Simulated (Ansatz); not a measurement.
A nudged elastic band was laid between two geometries of a periodic cell of 19 atoms, PdC18 (surface graphene monolayer, adsorbate Pd).

These are results of DFT PBE-D3(BJ), scalar-relativistic, plane waves, PAW (Ansatz 0.2.0), not measurements. Settings: cutoff 420 eV, k mesh 2x2x1, gaussian smearing 0.02 eV, no spin polarisation.

* movable images: 7
* climbing image: yes
* spring: 5.0 eV/Å²
* optimiser: quadratic models (default)
* start path: straight line
* force threshold: 0.03 eV/Å
* iteration limit: 34
* end points: relaxed

First end point:

```xyz
19
Lattice="7.3980 0.0000 0.0000 -3.6990 6.4069 0.0000 0.0000 0.0000 12.0000" Properties=species:S:1:pos:R:3
C 0.009 -0.035 1.015
C 1.222 0.678 0.978
C -1.234 2.118 1.020
C -0.011 2.813 0.982
C -2.469 4.241 0.956
C -1.244 4.949 0.980
C 2.462 -0.031 0.980
C 3.675 0.682 1.017
C 1.229 2.105 0.979
C 2.454 2.813 0.956
C -0.004 4.241 0.980
C 1.219 4.936 1.019
C 4.917 -0.037 1.123
C 6.165 0.684 1.123
C 3.694 2.109 0.961
C 4.918 2.816 0.964
C 2.465 4.238 0.965
C 3.689 4.946 0.963
Pd 1.843 6.730 3.162
```

Last end point:

```xyz
19
Lattice="7.3980 0.0000 0.0000 -3.6990 6.4069 0.0000 0.0000 0.0000 12.0000" Properties=species:S:1:pos:R:3
C -0.015 -0.037 1.123
C 1.233 0.684 1.123
C -1.238 2.109 0.961
C -0.014 2.816 0.964
C -2.467 4.238 0.965
C -1.243 4.946 0.963
C 2.475 -0.035 1.015
C 3.688 0.678 0.978
C 1.232 2.118 1.020
C 2.455 2.813 0.982
C -0.003 4.241 0.956
C 1.222 4.949 0.980
C 4.928 -0.031 0.980
C 6.141 0.682 1.017
C 3.695 2.105 0.979
C 4.920 2.813 0.956
C 2.462 4.241 0.980
C 3.685 4.936 1.019
Pd 4.309 6.730 3.162
```

(1) Which bonds break or form, and what moves?

(2) What energy profile does the band end with?

(3) What is the geometry of the highest image?

Answers

(1) Contacts lost: C13–Pd19. Contacts made: C2–Pd19. The atom that moves furthest is Pd19, by 2.47 Å.

(2) It converged. The highest image is number 6 of 0 to 8, 0.052 eV above the ends, which have the same energy within 2 meV. The profile has 2 maxima (images 2, 6) with wells between them (image 4): this band takes more than one step, which may be the mechanism or a detour left from its start path. By the program's own check the climbing image is a first-order saddle point (lowest curvatures found: -0.66 and 0.74 eV/Å²). Limits of this set-up: coarse k mesh, slab without dipole correction.

```tsv
image	path coordinate (Å)	energy (eV)	C13–Pd19 (Å)	C2–Pd19 (Å)
0	0.00	0.000	2.16	3.79
1	0.31	0.026	2.27	3.53
2	0.61	0.052	2.43	3.28
3	0.92	0.026	2.65	3.05
4	1.23	0.000	2.87	2.87
5	1.54	0.026	3.05	2.65
6	1.85	0.052	3.28	2.43
7	2.16	0.026	3.53	2.27
8	2.47	0.000	3.79	2.16
```

(3) 
```xyz
19
Lattice="7.3980 0.0000 0.0000 -3.6990 6.4069 0.0000 0.0000 0.0000 12.0000" Properties=species:S:1:pos:R:3
C -0.007 -0.041 1.078
C 1.236 0.680 1.073
C -1.240 2.115 0.993
C -0.007 2.813 0.950
C -2.473 4.239 0.966
C -1.240 4.946 0.977
C 2.466 -0.031 1.018
C 3.692 0.673 1.007
C 1.225 2.115 0.993
C 2.458 2.810 0.978
C -0.007 4.243 0.954
C 1.225 4.947 0.978
C 4.917 -0.031 1.019
C 6.147 0.680 1.074
C 3.691 2.106 0.996
C 4.925 2.810 0.978
C 2.458 4.239 0.966
C 3.692 4.928 0.987
Pd 3.691 6.755 3.135
```

Time of the run: 12 min on 1 thread of Arm Neoverse V1, on a shared host, peak memory 1.2 GiB.
